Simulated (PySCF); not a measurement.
Compound: WS2(OH)2 (singlet state).
Structure used (PBE0-D3(BJ)/def2-SVP), in Å, numbered top down from 1:
```
atom  x, y, z in Å
W1     0.1556    0.0019    0.1112
S2     0.2775    0.0146    2.2409
S3     2.1550    0.0079   -0.6272
O4    -0.7410    1.5235   -0.4839
H5    -0.5788    2.4699   -0.4087
O6    -0.7224   -1.5381   -0.4662
H7    -0.5458   -2.4797   -0.3662
```

Level of theory: TDDFT B3LYP/def2-SVPD, vertical, gas phase, core orbitals frozen in the response, def2 core potentials past Kr (PySCF 2.14.0, density-fitted response routines). Spin–orbit coupling is left out.

Kohn–Sham orbitals with the atoms that hold most of them (Löwdin shares over 4%, at most four atoms; ? is withheld):

| orbital | ε (eV) | atoms |
| --- | --- | --- |
| HOMO-3 | -8.86 | S2 37%, S3 33%, W1 25% |
| HOMO-2 | -8.08 | S3 41%, S2 32%, W1 21% |
| HOMO-1 | -7.83 | ? |
| HOMO | -6.88 | S2 45%, S3 45%, W1 6% |
| LUMO | ? | ? |
| LUMO+1 | -2.55 | W1 53%, S3 17%, S2 16%, O6 6% |
| LUMO+2 | -1.66 | W1 50%, S2 14%, S3 13%, O4 7% |

(1) Which atoms hold the HOMO-1, and with what shares?

(2) Give the leading atoms of the LUMO.

(3) What is the LUMO energy, and the HOMO–LUMO gap?

Results:

(1) S2 (bonded to W) 35%; S3 (bonded to W) 26%; W1 (bonded to 2 O and 2 S) 17%; O6 (bonded to W and H) 11%. By element: sulfur 61%, tungsten 17%, oxygen 11% or more.

(2) W1 (bonded to 2 O and 2 S) 54%; S3 (bonded to W) 16%; S2 (bonded to W) 16%; O4 (bonded to W and H) 7%. By element: tungsten 54%, sulfur 31%, oxygen 7% or more.

(3) ε(LUMO) = -2.93 eV; the gap is 3.95 eV (0.1452 hartree).

**Question.** How does S1 compare with the orbital gap of 3.95 eV?

**Answer.** S1 is at 3.14 eV (f = 0.0015), 0.81 eV below the gap, made of HOMO→LUMO+1 (97%). Its leading pair isn't HOMO and LUMO; the energies of that pair differ by 4.34 eV. 

**Question.** Give energy, strength and leading configuration of S1, S2, S3 and S4, and follow the Löwdin shares of the leading atoms from the occupied to the empty orbital.

**Answer.** 
- S1 (3.14 eV, f 0.0015), HOMO→LUMO+1 (97%): S2 45% → 16%, S3 45% → 17%, W1 6% → 53%; the Löwdin share of tungsten is 6% in HOMO and 53% in LUMO+1 (ligand-to-metal charge transfer by this measure)
- S2 (3.16 eV, f 0.029), HOMO→LUMO (89%): S2 45% → 16%, S3 45% → 16%, W1 6% → 54%; the Löwdin share of tungsten is 6% in HOMO and 54% in LUMO (ligand-to-metal charge transfer by this measure)
- S3 (3.62 eV, f 0.0000), HOMO-1→LUMO (98%): S2 35% → 16%, S3 26% → 16%, W1 17% → 54%; the Löwdin share of tungsten is 17% in HOMO-1 and 54% in LUMO
- S4 (3.89 eV, f 0.0020), HOMO-2→LUMO (98%): S3 41% → 16%, S2 32% → 16%, W1 21% → 54%; the Löwdin share of tungsten is 21% in HOMO-2 and 54% in LUMO

Löwdin shares depend on the basis, the more so with diffuse functions.
